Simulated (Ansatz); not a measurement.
Diatomic CuSe, multiplicity 2 (lowest of 2S+1 = 2, 4 at PBE0/def2-TZVPP; our sources give no spin for the ground state, which may be another). No spin–orbit coupling. Cu is treated without relativity. Se is treated without relativity.

The constants come from a fifth-degree fit in 1/R (seven points, main isotopes). Runs in def2 and cc sets follow the lowest solution found near the PBE0 minimum.

Codes used: Ansatz (Gaussian orbitals). Values without a source in brackets are computed.

Energies at SVWN5/def2-TZVPP:

```csv
R (Å),E (hartree)
2.055290,-4035.91523493
2.110540,-4035.91695051
2.161369,-4035.91696276
2.218829,-4035.91557291
2.276289,-4035.91304290
2.342589,-4035.90907962
2.419938,-4035.90347887
```

**Question.** With a reduced mass of 35.2065 u, find the minimum, the force constant and the constants.

**Answer.** A fifth-degree polynomial in 1/R puts the minimum at r_e = 2.1359 Å with force constant 223 N/m. Then ω_e = (1/2πc)√(k/μ) = 328 cm⁻¹ and B_e = h/(8π²cμr_e²) = 0.1050 cm⁻¹; the cubic and quartic terms give α_e = 0.00047 and ω_e x_e = 1.0 cm⁻¹.

Ansatz is a first-principles code.
